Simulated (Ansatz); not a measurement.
Tuning the range parameter of LC-ωPBE so that −HOMO meets the ionisation energy; basis def2-TZVP, Ansatz. System: B(H2O)F3 (BOF₃H₂). Total charge 0; singlet. Geometry: r2SCAN-D4/def2-SVP. The ionised state is a doublet.

Geometry of the singlet:

```xyz
7

B     0.341   -0.632   -0.216
O    -0.131    1.026    0.243
H    -0.500    0.953    1.138
H    -0.874    1.259   -0.337
F     1.624   -0.493   -0.571
F    -0.551   -0.849   -1.213
F     0.091   -1.263    0.956
```

| ω (1/bohr) | HOMO (eV) | LUMO (eV) | vertical IE (eV) | HOMO + IE (eV) |
| --- | --- | --- | --- | --- |
| 0.1 | -10.26 | 0.16 | 12.79 | 2.53 |
| 0.2 | -11.63 | 1.09 | 13.10 | 1.48 |
| 0.3 | -12.80 | 1.62 | 13.63 | 0.83 |

(1) Estimate the row for 0.15 bohr⁻¹.

(2) Where does the tuning condition hold?

Results:

(1) 
```json
{"ω (1/bohr)": "0.15", "HOMO (eV)": "-10.97", "LUMO (eV)": "0.69", "vertical IE (eV)": "12.91", "HOMO + IE (eV)": "1.95"}
```

(2) Not within the range that was run.
